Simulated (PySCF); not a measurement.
Compound: C₈H₈O.
Atom-mapped SMILES: `[CH:1]#[C:2][C:3]#[C:4][C@H:5]([CH3:6])[C:7]([CH3:8])=[O:9]` (hydrogens: H10 on C1; H11 on C5; H12, H13, H14 on C6; H15, H16, H17 on C8)

The same species was optimised twice, with GFN2-xTB and with PBE0-D3(BJ)/def2-SVP (PySCF), and the same property calculations (PySCF, gas phase) were run on both structures.

```json
{"coordinate": "C1≡C2 (Å)", "GFN2-xTB": "1.204", "PBE0-D3(BJ)/def2-SVP": "1.217", "change": "+0.013"}
{"coordinate": "C2–C3 (Å)", "GFN2-xTB": "1.359", "PBE0-D3(BJ)/def2-SVP": "1.371", "change": "+0.012"}
{"coordinate": "C3≡C4 (Å)", "GFN2-xTB": "1.207", "PBE0-D3(BJ)/def2-SVP": "1.219", "change": "+0.012"}
{"coordinate": "C5–C7 (Å)", "GFN2-xTB": "1.536", "PBE0-D3(BJ)/def2-SVP": "1.545", "change": "+0.009"}
{"coordinate": "C4–C5 (Å)", "GFN2-xTB": "1.447", "PBE0-D3(BJ)/def2-SVP": "1.455", "change": "+0.008"}
{"coordinate": "C5–C6 (Å)", "GFN2-xTB": "1.531", "PBE0-D3(BJ)/def2-SVP": "1.527", "change": "-0.004"}
{"coordinate": "C7–C8 (Å)", "GFN2-xTB": "1.506", "PBE0-D3(BJ)/def2-SVP": "1.503", "change": "-0.003"}
{"coordinate": "C7=O9 (Å)", "GFN2-xTB": "1.201", "PBE0-D3(BJ)/def2-SVP": "1.203", "change": "+0.002"}
{"coordinate": "C5–C7–C8 (°)", "GFN2-xTB": "114.4", "PBE0-D3(BJ)/def2-SVP": "117.1", "change": "+2.7"}
{"coordinate": "C4–C5–C7 (°)", "GFN2-xTB": "109.6", "PBE0-D3(BJ)/def2-SVP": "112.1", "change": "+2.5"}
{"coordinate": "C5–C7–O9 (°)", "GFN2-xTB": "122.1", "PBE0-D3(BJ)/def2-SVP": "120.0", "change": "-2.1"}
{"coordinate": "C4–C5–C6 (°)", "GFN2-xTB": "110.8", "PBE0-D3(BJ)/def2-SVP": "112.9", "change": "+2.1"}
{"coordinate": "C2–C3–C4 (°)", "GFN2-xTB": "178.7", "PBE0-D3(BJ)/def2-SVP": "179.6", "change": "+0.9"}
{"coordinate": "C8–C7–O9 (°)", "GFN2-xTB": "123.5", "PBE0-D3(BJ)/def2-SVP": "122.8", "change": "-0.7"}
{"coordinate": "C3–C4–C5 (°)", "GFN2-xTB": "177.4", "PBE0-D3(BJ)/def2-SVP": "178.1", "change": "+0.7"}
{"coordinate": "C6–C5–C7 (°)", "GFN2-xTB": "111.3", "PBE0-D3(BJ)/def2-SVP": "111.5", "change": "+0.2"}
{"coordinate": "C4–C5–C7–C8 (°)", "GFN2-xTB": "-56", "PBE0-D3(BJ)/def2-SVP": "-40", "change": "+16"}
```

Rotational constants: A = 3122, B = 816.2, C = 696.5 MHz (GFN2-xTB) against A = 3274, B = 791.2, C = 667.0 MHz (PBE0-D3(BJ)/def2-SVP). Point groups within 0.08 Å: C1 and C1.

On the GFN2-xTB structure: isotropic polarisability (au) 103.1 [PBE0/def2-SVPD]; HOMO (eV) -7.17 [PBE0/def2-SVPD]; LUMO (eV) -1.11 [PBE0/def2-SVPD]; dipole (D) 2.26 [PBE0/def2-SVPD]; HOMO (eV) -7.16 [PBE0/pcSseg-1]; LUMO (eV) -1.05 [PBE0/pcSseg-1]; dipole (D) 2.17 [PBE0/pcSseg-1]; GIAO shielding of C1 (ppm) 112.6 [PBE0/pcSseg-1]; GIAO shielding of C2 (ppm) 113.4 [PBE0/pcSseg-1]; GIAO shielding of C3 (ppm) 109.4 [PBE0/pcSseg-1]; GIAO shielding of C4 (ppm) 105.6 [PBE0/pcSseg-1]; GIAO shielding of C5 (ppm) 145.9 [PBE0/pcSseg-1]; GIAO shielding of C6 (ppm) 169.1 [PBE0/pcSseg-1]; GIAO shielding of C7 (ppm) -20.6 [PBE0/pcSseg-1]; GIAO shielding of C8 (ppm) 156.1 [PBE0/pcSseg-1].

Problem. What do these properties become on the PBE0-D3(BJ)/def2-SVP structure?

Solution. 
```
                                    property           level  on GFN2-xTB  on PBE0-D3(BJ)/def2-SVP  change
               isotropic polarisability (au)  PBE0/def2-SVPD        103.1                    105.1    +2.0
                                   HOMO (eV)  PBE0/def2-SVPD        -7.17                    -7.14   +0.03
                                   LUMO (eV)  PBE0/def2-SVPD        -1.11                    -1.06   +0.05
                                  dipole (D)  PBE0/def2-SVPD         2.26                     2.04   -0.22
energy, GFN2-xTB geometry as zero (kcal/mol)  PBE0/def2-SVPD          0.0                     -1.6    -1.6
                                   HOMO (eV)   PBE0/pcSseg-1        -7.16                    -7.13   +0.03
                                   LUMO (eV)   PBE0/pcSseg-1        -1.05                    -1.00   +0.05
                                  dipole (D)   PBE0/pcSseg-1         2.17                     1.96   -0.21
energy, GFN2-xTB geometry as zero (kcal/mol)   PBE0/pcSseg-1          0.0                     -0.7    -0.7
                  GIAO shielding of C1 (ppm)   PBE0/pcSseg-1        112.6                    111.4    -1.2
                  GIAO shielding of C2 (ppm)   PBE0/pcSseg-1        113.4                    112.4    -1.0
                  GIAO shielding of C3 (ppm)   PBE0/pcSseg-1        109.4                    107.7    -1.7
                  GIAO shielding of C4 (ppm)   PBE0/pcSseg-1        105.6                    105.3    -0.3
                  GIAO shielding of C5 (ppm)   PBE0/pcSseg-1        145.9                    143.0    -2.9
                  GIAO shielding of C6 (ppm)   PBE0/pcSseg-1        169.1                    168.0    -1.1
                  GIAO shielding of C7 (ppm)   PBE0/pcSseg-1        -20.6                    -22.1    -1.5
                  GIAO shielding of C8 (ppm)   PBE0/pcSseg-1        156.1                    154.3    -1.8
```

The heavy atoms differ by 0.146 Å rms after alignment. Among bonds between heavy atoms C1≡C2, C2–C3 and C3≡C4 change most and about equally (+0.012 to +0.013 Å). Changes are differences of the printed values. Neither structure is proved a minimum here.

Shape of the structure used: `[CH:1]#[C:2][C:3]#[C:4][C@H:5]([CH3:6])[C:7]([CH3:8])=[O:9]`: C4–C5–C7–C8 -40°.
